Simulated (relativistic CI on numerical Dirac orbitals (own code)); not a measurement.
# Energy levels of N VI

Computed by Dirac-Coulomb-Breit CI, orbitals from a KLI potential per configuration, model QED (radiative potential, 1s self-energy scaled to tabulated hydrogen-like ionisation energies), valence Slater integrals scaled by 0.9, configuration energies shifted to the measured levels that pair with them (semi-empirical) (own radial code, finite nucleus).

CI space: 1s², 1s2s, 1s2p, 1s3p, 1s4p, 1s3s, 1s3d. Levels of other configurations are missing.

```tsv
No.	Configuration	Term	J	E (10³ cm⁻¹)	%	Next component (%)
1	1s²	¹S	0	0.0	100	
2	1s2s	³S	1	3385.9	100	
3	1s2s	¹S	0	3434.5	100	
4	1s2p	³P°	0	3438.3	100	
5	1s2p	³P°	1	3438.3	100	
6	1s2p	³P°	2	3438.6	100	
7	1s2p	¹P°	1	3473.0	100	
8	1s3s‡	³S	1	3991.7	100	
9	1s3s‡	¹S	0	4005.4	100	
10	1s3p	³P°	0	4005.9	100	
11	1s3p	³P°	1	4005.9	100	
12	1s3p	³P°	2	4006.0	100	
13	1s3d‡	³D	1	4011.2	100	
14	1s3d‡	³D	2	4011.2	99	1 ¹D
15	1s3d‡	³D	3	4011.3	100	
16	1s3d‡	¹D	2	4011.6	99	1 ³D
17	1s3p	¹P°	1	4016.4	100	
18	1s4p	³P°	0	4202.2	100	
19	1s4p	³P°	1	4202.2	100	
20	1s4p	³P°	2	4202.2	100	
21	1s4p	¹P°	1	4206.8	100
```

Energies count from the lowest computed level; ° marks odd parity. ‡ marks configurations that were not tied to measured data.

The mean weight of the leading LS term, summed over parents, in these 21 levels is 100 %, and that of the leading jj configuration (from the same eigenvectors) 88 %, so LS coupling describes them better.

Configurations whose levels could be paired with our table of measured levels were shifted onto them, all but the ground configuration, by the median error of their levels; single terms can still be off by 1,000 to 2,000 cm⁻¹ or more, and rates follow the energies as ν³ (E1, M1) or ν⁵ (E2). The others borrow a shift and can be off by several thousand cm⁻¹ or more. 6 of the 6 excited levels that our extract of the measured tables holds in this range could be paired (the sources list more); they are missed by 130 cm⁻¹ on average and 777 at most, after the shifts were fitted to these levels, and levels without a partner can miss by more.
